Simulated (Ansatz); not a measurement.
C2H11BO2Si. The species carries charge 0 and has multiplicity 1. The bonds changed during the relaxation, so this is another structure than the one it started from. The structure was optimised at the PBE0-D4/def2-TZVP level. It is one conformer, not always the lowest.

```xyz
17

C     1.595   -1.082   -0.435
B     0.049   -0.949   -0.660
C    -0.560   -0.408   -2.008
O    -0.763   -1.377    0.355
O    -0.033    1.712    0.596
Si   -0.418    1.336    2.160
H     1.849   -1.650    0.462
H     2.093   -1.539   -1.295
H     2.024   -0.079   -0.333
H     0.008    0.445   -2.389
H    -1.612   -0.116   -1.940
H    -0.489   -1.188   -2.777
H    -1.696   -1.259    0.158
H    -0.479    2.463    0.203
H    -0.341    2.557    3.012
H    -1.800    0.796    2.275
H     0.572    0.338    2.614
```

(1) What is the dipole moment at r2SCAN/def2-TZVPP? (Best estimate.)

(2) And with PBE, B3LYP, ωB97M-V? (Best estimate.)

(3) Give the Mulliken charges with r2SCAN, ωB97M-V, B3LYP in def2-TZVPP. (An estimate is asked.)

## Answers

(1) Ansatz gave: 2.33 D, with components (-1.62, 1.43, -0.88) D in this frame, pointing from negative to positive charge.

(2) Computed: PBE 2.28 D, B3LYP 2.34 D, ωB97M-V 2.37 D.

(3) The calculation gave: 
```csv
atom,r2SCAN,ωB97M-V,B3LYP
C1,-0.31,-0.40,-0.37
B2,0.33,0.24,0.29
C3,-0.28,-0.39,-0.36
O4,-0.32,-0.29,-0.29
O5,-0.40,-0.36,-0.38
Si6,0.46,0.32,0.44
H7,0.07,0.11,0.10
H8,0.06,0.11,0.09
H9,0.08,0.12,0.10
H10,0.06,0.11,0.10
H11,0.03,0.08,0.06
H12,0.07,0.12,0.10
H13,0.20,0.18,0.18
H14,0.20,0.17,0.18
H15,-0.09,-0.04,-0.08
H16,-0.10,-0.06,-0.09
H17,-0.06,-0.02,-0.06
```

B3LYP here is the variant with VWN-RPA as its local correlation; programs differ in this.
